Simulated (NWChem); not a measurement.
Atomisation of BiF3

```xyz
4

Bi     0.0023     0.2541     0.0000
F     -0.8875    -0.7732     1.5253
F     -0.8875    -0.7732    -1.5253
F      1.7542    -0.7967     0.0000
```
Charge 0, spin multiplicity 1.

Program: NWChem. All single points use one geometry, from PBE/def2-SVP with def2 effective core potentials on Bi, a minimum by its harmonic frequencies.

Basis set: def2-TZVP. The atomisation energy is electronic alone: no zero-point, thermal, spin-orbit or counterpoise terms. No value is extrapolated to the basis-set limit. Free atoms are single determinants with multiplicities Bi 4, F 2.

Effective core potentials replace the inner electrons of Bi; spin-orbit coupling is left out. The structure started from a generated list of species. No SCF solution was tested for a lower state. Open-shell Hartree-Fock references start from PBE0 orbitals.

Task: Order these methods by the atomisation energy they give, lowest first: PBE, r2SCAN, LDA (SVWN5), HF.

Result: HF (152.5 kcal/mol), r2SCAN (299.3 kcal/mol), PBE (320.4 kcal/mol), LDA (SVWN5) (374.8 kcal/mol)
